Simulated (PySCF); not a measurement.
**Correlation energy of Pt (platinum, neutral)**

[Xe] 4f14 5d8 6s2, high-spin 3F determinant (an excited configuration). Calculation: PySCF 2.14, in aug-cc-pwCVDZ-PP with ECP60MDF; scalar relativity through the core potential. Frozen: 5s2 5p6; 10 electrons correlated.

MP2 pair energies summed by pair of shells (mhartree):

| pair | energy | share (%) |
| --- | --- | --- |
| 5d-5d | -182.04 | 64.1 |
| 5d-6s | -83.32 | 29.3 |
| 6s-6s | -18.84 | 6.6 |

Total MP2 correlation energy: -284.19 mhartree.

Same-spin part -97.78 and opposite-spin part -186.41 mhartree; SCS-MP2 scales them by 1/3 and 6/5 to -256.29 mhartree.
